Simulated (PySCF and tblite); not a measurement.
Values are calculated unless marked as measured or tabulated.
Stationary points of C5H9NO at GFN2-xTB, in Å:

Structure A

```
 1 C    -2.328    0.310   -0.509
 2 C    -1.499    0.067    0.730
 3 O    -1.934   -0.490    1.709
 4 C    -0.104    0.582    0.630
 5 C     0.904   -0.111    0.098
 6 C     2.301    0.427   -0.001
 7 N     0.727   -1.361   -0.482
 8 H    -1.815   -0.108   -1.373
 9 H    -2.423    1.383   -0.666
10 H    -3.316   -0.133   -0.405
11 H     0.058    1.566    1.040
12 H     2.641    0.384   -1.035
13 H     2.345    1.455    0.344
14 H     2.981   -0.173    0.604
15 H     1.554   -1.936   -0.510
16 H    -0.092   -1.863   -0.174
```

Structure B

```
 1 C    -2.614    0.712    0.101
 2 C    -1.424   -0.210    0.270
 3 O    -1.587   -1.420    0.438
 4 C    -0.142    0.427    0.219
 5 C     1.032   -0.261    0.354
 6 C     2.366    0.419    0.298
 7 N     1.038   -1.587    0.545
 8 H    -2.551    1.224   -0.857
 9 H    -2.613    1.462    0.889
10 H    -3.536    0.139    0.146
11 H    -0.113    1.493    0.067
12 H     2.970   -0.009   -0.501
13 H     2.253    1.484    0.122
14 H     2.898    0.273    1.238
15 H     1.892   -2.103    0.645
16 H     0.122   -2.032    0.581
```

Structure C

```
 1 C    -2.250   -0.139   -0.073
 2 C    -1.504    0.723    0.933
 3 O    -2.132    1.435    1.699
 4 C    -0.056    0.710    0.967
 5 C     0.858   -0.035    0.300
 6 C     2.325    0.192    0.523
 7 N     0.597   -0.997   -0.626
 8 H    -1.879    0.034   -1.080
 9 H    -3.305    0.123   -0.032
10 H    -2.153   -1.192    0.188
11 H     0.335    1.437    1.665
12 H     2.817    0.400   -0.427
13 H     2.497    1.026    1.194
14 H     2.783   -0.700    0.952
15 H     1.357   -1.589   -0.913
16 H    -0.329   -1.370   -0.713
```

The path came from a restrained scan, a climbing-image band and a saddle search at GFN2-xTB; energies are CAM-B3LYP/pcSseg-1 + D3(BJ), IEF-PCM benzene//GFN2-xTB, thermal terms GFN2-xTB.

Q: Which structure is a saddle point, and along which motion?

A: A: one imaginary mode (97i cm⁻¹ at GFN2-xTB, mostly on O3, C1, N7), along the rotation about the C2–C4 bond (torsion C1–C2–C4–C5 from -180° to -6°, rising).

Q: Give their symmetry and energies above the lowest.

A: A C1, 16.7 kcal/mol; B Cs, 0.0 kcal/mol; C C1, 8.9 kcal/mol.
